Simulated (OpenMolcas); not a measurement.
# Ions of charge +3 along the 4d row with 6 chloride ligands in octahedral coordination

* Program: OpenMolcas
* Method: SS-CASPT2, IPEA 0.25 Eh, imaginary shift 0.1 Eh
* Spin-orbit coupling: state interaction with AMFI integrals over the reference wave functions

The d shell is active; CASPT2 correlates the ligand valence shells and the outer metal core. Anionic complexes are neutralised by point charges behind the ligands. Distances were set from a Shannon-type radius of the metal (high-spin where two are listed) plus a fixed donor radius (Cl 1.76 Å). Ligand basis ANO-RCC-VDZP, DKH2 Hamiltonian. States (labels of O, the rotations of Oh). Energies in cm-1 above the lowest state or level, χT in cm3 K/mol; under a threefold ground state the first gap can be a small split of the lowest multiplet, not the spin-orbit step; 10Dq and B are least-squares fits to the states below 45000 cm-1, weighted by degeneracy, with a free offset, and given where the rms deviation is under 5 % of |10Dq| (or 100 cm-1) and under 700 cm-1. Spin-only χT is S(S+1) / 2 for the spin of the ground state.

```tsv
Ion	Shell	R (Å)	Metal basis	Outer charge (e at Å behind ligand)	Ground state	First state of that spin	10Dq	B (rms of fit)	First gap with spin-orbit (degeneracies)	χT at 300 K	First state of another spin	Spin-only χT
Nb3+	4d2	2.48	ANO-RCC-VDZP	0.5 at 2.4	3T1	3T2 17020	17714	460 (262)	27 (2, 3)	0.459	1T2 6730	1.000
Mo3+	4d3	2.45	ANO-RCC-VDZP	0.5 at 2.6	4A2	4T2 19100	18588	485 (408)	10150 (4, 4)	1.759	2E 10210	1.875
Ru3+	4d5	2.44	ANO-RCC-VTZP	0.5 at 2.6	2T2	14130			1900 (2, 4)	0.666	2S+1 = 4: 8340	0.375
Rh3+	4d6	2.42	ANO-RCC-VDZP	0.5 at 2.6	1A1	15490			11970 (1, 2)	0.035	2S+1 = 3: 12590	0.000
```

The rows also differ in their metal basis and outer charges, so part of each step comes from that.

B goes from 460 cm-1 (Nb3+) to 485 cm-1 (Mo3+).

Below the highest spin of the shell: Ru3+, Rh3+. χT departs most from the spin-only value for Nb3+, by -0.541 cm3 K/mol.

Roots that are degenerate in the reference are averaged as groups; the widest CASPT2 spread within a group is 670 cm-1 (the 3-fold group of multiplicity 2 near 52400 cm-1 above the lowest state of its run, Ru3+). Shifts and gaps below about the spread of the groups concerned are not significant. Over all roots computed the reference weight is 0.66 to 0.67 in Nb3+, 0.66 in Mo3+, 0.63 to 0.65 in Ru3+, 0.61 to 0.65 in Rh3+; a low but even weight reflects the number of correlated electrons. Ligand-to-metal charge-transfer states are missing. With no ligand orbital active B as a rule stays too high, so bands that hang on it stand too high and its fall with covalency is understated. With one d shell and no ligand orbital active, 10Dq can be off by a tenth or more. An orbital triplet at a regular site is open to Jahn-Teller coupling, which can distort the site and quench the lowest spin-orbit gaps and is left out (holds for Nb3+; Ru3+). The least metal-like active orbital is 77 % on the metal (Löwdin) and no ligand orbital is active, so the numbers are rough (holds for Nb3+). The least metal-like active orbital is 78 % on the metal (Löwdin) and no ligand orbital is active, so the numbers are rough (holds for Mo3+). This shell can be high or low spin here, a state of another spin lies low, and with metal d orbitals alone active their balance is uncertain, so the ground spin may be wrong, although the usual error favours high spin (holds for Ru3+). The least metal-like active orbital is 81 % on the metal (Löwdin) and no ligand orbital is active, so the numbers are rough (holds for Ru3+). These CASPT2 states fit no ligand-field parameters well, so their order and spin gaps are uncertain (holds for Ru3+). The least metal-like active orbital is 69 % on the metal (Löwdin) and no ligand orbital is active, so the numbers are rough, and ground spin, moment and any spin crossover can be artefacts of this space; highly charged d ions in such sites are as a rule low spin (holds for Rh3+). No measured value stands beside these numbers; the geometry is a model, was not optimised and need not be the one that this ion takes.

A state without a sure symmetry label is named by its multiplicity alone.
